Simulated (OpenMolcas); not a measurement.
**Tc4+: ligand-field states by method**

Tc4+ with 4 ligands (chloride) in tetrahedral coordination (Td) at 2.21 Å. Ligand basis ANO-RCC-VDZP.

```
Program             : OpenMolcas
Basis               : ANO-RCC-VTZP [7s6p4d2f1g]
Scalar Hamiltonian  : DKH2, point nucleus
Active space        : 3 electrons in 5 orbitals (4d)
State averaging     : 2S+1 = 4 even, 10 roots; 2S+1 = 2 even, 40 roots
Spin-orbit coupling : RASSI with atomic mean-field integrals over the reference wave functions
```

I. CASSCF
II. SS-CASPT2, IPEA 0.25 Eh, imaginary shift 0.1 Eh (closed shells correlated: 4s 4p and the ligand valence shells)

Spin-free states (labels of Td) in cm-1, each column counted from its own energy of the first state listed:

| State | Degeneracy | I | II |
| --- | --- | --- | --- |
| 4T1 | 3 | 0 | 0 |
| 2E | 2 | 1063 | -2820 |
| 2S+1 = 2 | 3 | 10059 | 5040 |
| 4T2 | 3 | 11503 | 12540 |
| 2S+1 = 2 | 3 | 11624 | 6650 |

II puts a state of multiplicity 2 lowest, 2800 cm-1 below that state.

From I to II, I's first state of the same spin (4T2) moves from 11503 to 12540 cm-1, by about +1000 cm-1.

From I to II, I's first state of another spin (2E) moves from 1063 to -2820 cm-1, by about -3900 cm-1.

χT at 300 K: I 0.96, II 0.40 cm3 K/mol.

Roots that are degenerate in the reference are averaged as groups; the widest CASPT2 spread within a group is 480 cm-1 (the 3-fold group of multiplicity 4 near 15400 cm-1 above the lowest state of its run, II). Shifts and gaps below about the spread of the groups concerned are not significant. Over all roots computed the reference weight is 0.66 to 0.69 in II; a low but even weight reflects the number of correlated electrons. The least metal-like active orbital is 67 % on the metal (Löwdin) and no ligand orbital is active, so the numbers are rough, and ground spin, moment and any spin crossover can be artefacts of this space; highly charged d ions in such sites are as a rule low spin. Ligand-to-metal charge-transfer states are missing. With no ligand orbital active B as a rule stays too high, so bands that hang on it stand too high and its fall with covalency is understated. An orbital triplet at a regular site is open to Jahn-Teller coupling, which can distort the site and quench the lowest spin-orbit gaps and is left out (holds for I). Without dynamic correlation the repulsion within the d shell is too large (B by tens of per cent), so at a given field states of lower spin stand too high (holds for I). This shell can be high or low spin here, a state of another spin lies low, and with metal d orbitals alone active their balance is uncertain, so the ground spin may be wrong (holds for I). With metal d orbitals alone the field can be off either way by tens of per cent (holds for I). An orbital doublet at a regular site is open to a Jahn-Teller distortion, which this geometry leaves out (holds for II). This shell can be high or low spin here, a state of another spin lies low, and with metal d orbitals alone active their balance is uncertain, so the ground spin may be wrong, although the usual error favours high spin (holds for II). These CASPT2 states fit no ligand-field parameters well, so their order and spin gaps are uncertain (holds for II). With one d shell and no ligand orbital active, 10Dq can be off by a tenth or more (holds for II). The distance lies 3 % under the 2.27 Å that this model takes as the normal distance (a Shannon-type radius plus a fixed donor radius); by an R⁻⁵ law this alone changes a d-shell field by about +14 %. No measured value stands beside these numbers; the geometry is a model, was not optimised and need not be the one that this ion takes.

A state without a sure symmetry label is named by its multiplicity alone.
